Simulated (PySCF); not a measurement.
Static response to an electric field

Species: C5H7N2P.
Cartesian coordinates in Å at the GFN2-xTB level; atoms count from 1:
```
atom  x, y, z in Å
C1    -2.332    0.991    0.928
C2    -2.046    0.248   -0.132
N3    -0.760   -0.169   -0.446
C4    -0.446   -0.927   -1.523
P5     1.230   -1.269   -1.629
C6     1.385   -0.311   -0.132
C7     2.663   -0.047    0.585
N8     0.265    0.172    0.326
H9    -1.557    1.306    1.602
H10   -3.341    1.294    1.137
H11   -2.794   -0.090   -0.834
H12   -1.228   -1.240   -2.192
H13    3.124   -0.986    0.892
H14    2.470    0.563    1.464
H15    3.362    0.472   -0.069
```

Level: CAM-B3LYP/def2-SVPD (PySCF), static field, nuclei fixed, core orbitals frozen in the response. The polarisability tensor in these axes (au):

```
x   126.25 -17.28 -10.50
y   -17.28  80.88  23.61
z   -10.50  23.61  95.88
```

Question: Diagonalise the tensor; give its mean and Δα, where Δα² is half the sum of the squared differences of the eigenvalues.

Answer: Principal values 62.56, 100.44 and 140.02 au; mean 101.01 au = 14.97 Å³ = 16.65 × 10⁻⁴⁰ C²·m²/J; Δα = 67.09 au (66 % of the mean).

Question: What is the dipole moment, and where does it point?

Answer: (-1.40, 0.13, -0.14) D, 1.41 D in size, pointing from the negative to the positive side. Measured along this direction, the outermost atoms are H13 and H15 at the negative end and H10 at the positive end.

Question: Find the Langevin capture rate constant for NH4+ (18.034 u) meeting this molecule (126.035 u), k = 2.342 × 10⁻⁹ cm³/s × √(α in Å³ / reduced mass in u).

Answer: The reduced mass is 15.78 u, so k = 2.28 × 10⁻⁹ cm³/s. The formula leaves out the permanent dipole, which adds to the capture rate.

Question: Give the principal axes and the span of the nuclei along them.

Answer: Largest value along (0.82, -0.40, -0.41), where the nuclei span 6.31 Å; middle along (0.56, 0.39, 0.73), 5.45 Å; least along (0.13, 0.83, -0.54), 1.76 Å. The response follows the extents in order.

Question: Sum over states: ᾱ = Σ f/ω², ω in Eh. What share falls to these 8 lowest TDDFT singlets (eV, f)? 4.89, 0.3454; 5.38, 0.0068; 5.71, 0.0027; 6.10, 0.1065; 6.16, 0.0020; 6.26, 0.0007; 6.38, 0.0504; 6.80, 0.3710.

Answer: They add up to 19.99 au, 19.8 % of the 101.01 au; the largest single term is 10.72 au, from the state at 4.89 eV. Terms in order: 10.72, 0.17, 0.06, 2.12, 0.04, 0.01, 0.92, 5.94 au. Higher excitations give the rest. The strengths listed sum to 0.886.

The structure is a single GFN2-xTB conformer in the gas phase; no vibrational or solvent corrections.
